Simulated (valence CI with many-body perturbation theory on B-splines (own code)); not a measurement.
Nd XXIX: calculated level list

Computed by relativistic CI+MBPT: four valence electrons over a frozen Dirac-Fock core [Ar] 3d10, radial functions for each j: 11 s, 11 p, 10 d, 8 f, 5 g, 2 h, with the one-electron correlation potential Σ1 (screened to all orders), the two-electron term Σ2, the three-electron term Σ3, Breit, model QED; selected single and double excitations, second order for the rest, scaled by the run's own slope (own B-spline code, finite nucleus).

The last digits are not significant, and no measured levels were compared; by estimate large intervals hold to a few tenths of a per cent, small ones and those within an open d or f shell to about a per cent. Among the levels kept, up to 340 cm⁻¹ of a level comes from second order outside the variational space, and about a tenth of that is noise between levels of different J, which matters for small intervals.

Levels 136 to 180 of 181, with energies above the lowest level, (4s^2 4p1/2^2) J=0. "Leading %" is the weight of the configuration and term that name the level; weights of strongly mixed levels are sums over their largest components and can fall short. In the jj column 3d3/2^4 stands for four electrons in 3d with j = 3/2.

| No. | Configuration | Term | J | E (cm⁻¹) | Leading % | Leading jj | Second component |
| --- | --- | --- | --- | --- | --- | --- | --- |
| 136 | 4s 4p 4d2 | 5D° | 0 | 2704000 | 34 | 4p1/2 4p3/2^2 4d5/2 (40 %) | 25 % 4p3 4d 3P° |
| 137 | 4p3 4d | 3D° | 3 | 2708700 | 20 | 4s 4p1/2 4d3/2 4d5/2 (38 %) | 11 % 4s 4p 4d2 5G° |
| 138 | 4s 4p 4d2 | 5G° | 4 | 2711300 | 56 | 4s 4p1/2 4d3/2 4d5/2 (59 %) | 12 % 4s 4p 4d2 5F° |
| 139 | 4s 4p 4d2 | 5D° | 1 | 2719300 | 40 | 4s 4p1/2 4d3/2^2 (34 %) | 20 % 4p3 4d 3P° |
| 140 | 4s 4p 4d2 | 5D° | 2 | 2723600 | 33 | 4s 4p1/2 4d3/2 4d5/2 (73 %) | 10 % 4s 4p 4d2 5F° |
| 141 | 4s 4p 4d2 | 5D° | 0 | 2729600 | 52 | 4p1/2 4p3/2^2 4d5/2 (28 %) | 24 % 4p3 4d 3P° |
| 142 | 4s 4p 4d2 | 5P° | 1 | 2730700 | 29 | 4s 4p1/2 4d3/2 4d5/2 (59 %) | 14 % 4s 4p 4d2 5D° |
| 143 | 4s 4p 4d2 | 5F° | 1 | 2738500 | 27 | 4s 4p1/2 4d3/2^2 (33 %) | 12 % 4p3 4d 3P° |
| 144 | 4s 4p 4d2 | 5D° | 3 | 2742800 | 18 | 4s 4p1/2 4d3/2 4d5/2 (39 %) | 8 % 4p3 4d 1F° |
| 145 | 4p3 4d | 3D° | 2 | 2747000 | 24 | 4p1/2 4p3/2^2 4d5/2 (52 %) | 11 % 4p3 4d 1D° |
| 146 | 4p3 4d | 3D° | 2 | 2751400 | 39 | 4p1/2 4p3/2^2 4d5/2 (69 %) | 19 % 4p3 4d 3P° |
| 147 | 4s 4p 4d2 | 5F° | 1 | 2754100 | 27 | 4s 4p1/2 4d3/2^2 (34 %) | 20 % 4s 4p 4d2 5D° |
| 148 | 4s 4p 4d2 | 5G° | 5 | 2757900 | 37 | 4s 4p1/2 4d3/2 4d5/2 (41 %) | 12 % 4s 4p 4d2 5F° |
| 149 | 4p3 4d | 1F° | 3 | 2758100 | 22 | 4p1/2 4p3/2^2 4d5/2 (47 %) | 20 % 4p3 4d 3F° |
| 150 | 4s 4p 4d2 | 3H° | 4 | 2766200 | 49 | 4s 4p1/2 4d3/2 4d5/2 (52 %) | 12 % 4s 4p2 4f 3H° |
| 151 | 4s 4p 4d2 | 5D° | 2 | 2767500 | 25 | 4s 4p1/2 4d3/2 4d5/2 (32 %) | 21 % 4s 4p 4d2 5F° |
| 152 | 4p3 4d | 3F° | 3 | 2771200 | 25 | 4p1/2 4p3/2^2 4d5/2 (76 %) | 22 % 4p3 4d 1F° |
| 153 | 4s 4p 4d2 | 5P° | 1 | 2773500 | 29 | 4p1/2 4p3/2^2 4d3/2 (25 %) | 21 % 4p3 4d 3S° |
| 154 | 4p3 4d | 3P° | 2 | 2781800 | 23 | 4p1/2 4p3/2^2 4d5/2 (51 %) | 12 % 4p3 4d 1D° |
| 155 | 4s 4p 4d2 | 5D° | 4 | 2782900 | 31 | 4s 4p1/2 4d5/2^2 (46 %) | 10 % 4s 4p2 4f 5D° |
| 156 | 4p3 4d | 3D° | 1 | 2786900 | 19 | 4p1/2 4p3/2^2 4d3/2 (45 %) | 18 % 4p3 4d 1P° |
| 157 | 4s 4p 4d2 | 3F° | 2 | 2794600 | 35 | 4s 4p1/2 4d3/2 4d5/2 (29 %) | 6 % 4s 4p 4d2 5G° |
| 158 | 4s 4p 4d2 | 5D° | 3 | 2798000 | 26 | 4s 4p1/2 4d3/2 4d5/2 (57 %) | 14 % 4s 4p 4d2 5F° |
| 159 | 4s 4p 4d2 | 3H° | 5 | 2799600 | 18 | 4s 4p1/2 4p3/2 4f7/2 (38 %) | 17 % 4s 4p2 4f 5G° |
| 160 | 4s 4p 4d2 | 3G° | 3 | 2813900 | 22 | 4s 4p1/2 4d3/2 4d5/2 (38 %) | 12 % 4s 4p 4d2 5D° |
| 161 | 4s 4p2 4f | 5G° | 4 | 2818300 | 27 | 4s 4p1/2 4p3/2 4f5/2 (47 %) | 16 % 4s 4p 4d2 3F° |
| 162 | 4s 4p 4d2 | 5D° | 2 | 2819600 | 23 | 4s 4p1/2 4d3/2 4d5/2 (59 %) | 21 % 4s 4p 4d2 5P° |
| 163 | 4s 4p2 4f | 5G° | 5 | 2821400 | 32 | 4s 4p1/2 4p3/2 4f7/2 (63 %) | 27 % 4s 4p2 4f 5F° |
| 164 | 4s 4p2 4f | 5G° | 3 | 2821900 | 28 | 4s 4p1/2 4p3/2 4f5/2 (61 %) | 14 % 4s 4p2 4f 5D° |
| 165 | 4s 4p 4d2 | 3D° | 1 | 2823900 | 38 | 4s 4p1/2 4p3/2 4f5/2 (26 %) | 21 % 4s 4p2 4f 5F° |
| 166 | 4s 4p2 4f | 5G° | 4 | 2824200 | 20 | 4s 4p1/2 4p3/2 4f7/2 (33 %) | 17 % 4s 4p2 4f 5D° |
| 167 | 4s 4p2 4f | 5F° | 2 | 2824400 | 31 | 4s 4p1/2 4p3/2 4f5/2 (54 %) | 14 % 4s 4p2 4f 5D° |
| 168 | 4s 4p2 4f | 5F° | 1 | 2829800 | 52 | 4s 4p1/2 4p3/2 4f5/2 (66 %) | 8 % 4s 4p2 4f 5D° |
| 169 | 4s 4p2 4f | 5G° | 6 | 2837300 | 47 | 4s 4p1/2 4p3/2 4f7/2 (78 %) | 36 % 4s 4p2 4f 3H° |
| 170 | 4s 4p 4d2 | 3F° | 3 | 2840400 | 15 | 4s 4p1/2 4d5/2^2 (38 %) | 12 % 4s 4p 4d2 5D° |
| 171 | 4s 4p 4d2 | 3D° | 2 | 2841900 | 18 | 4s 4p1/2 4d5/2^2 (47 %) | 14 % 4s 4p 4d2 3P° |
| 172 | 4s 4p 4d2 | 3G° | 3 | 2854200 | 20 | 4s 4p1/2 4d3/2 4d5/2 (23 %) | 9 % 4s 4p2 4f 3G° |
| 173 | 4s 4p2 4f | 3G° | 5 | 2856000 | 40 | 4s 4p1/2 4p3/2 4f7/2 (60 %) | 32 % 4s 4p2 4f 5F° |
| 174 | 4s 4p2 4f | 3G° | 4 | 2861000 | 42 | 4s 4p1/2 4p3/2 4f5/2 (58 %) | 14 % 4s 4p2 4f 5D° |
| 175 | 4s 4p2 4f | 3F° | 3 | 2864000 | 32 | 4s 4p1/2 4p3/2 4f5/2 (53 %) | 22 % 4s 4p2 4f 5F° |
| 176 | 4s 4p2 4f | 5D° | 0 | 2864200 | 41 | 4s 4p1/2 4p3/2 4f5/2 (57 %) | 22 % 4s 4p2 4f 3P° |
| 177 | 4s 4p2 4f | 5D° | 2 | 2864800 | 32 | 4s 4p1/2 4p3/2 4f5/2 (59 %) | 14 % 4s 4p2 4f 3F° |
| 178 | 4s 4p2 4f | 5D° | 1 | 2866900 | 44 | 4s 4p1/2 4p3/2 4f5/2 (66 %) | 18 % 4s 4p2 4f 3P° |
| 179 | 4s 4p2 4f | 3F° | 4 | 2872500 | 31 | 4s 4p1/2 4p3/2 4f7/2 (65 %) | 20 % 4s 4p2 4f 3G° |
| 180 | 4s 4p 4d2 | 3P° | 0 | 2873000 | 43 | 4s 4p1/2 4d3/2 4d5/2 (44 %) | 18 % 4s 4p 4d2 1S° |

Where two levels of one J and parity lie close, their mixing, g and order are uncertain.
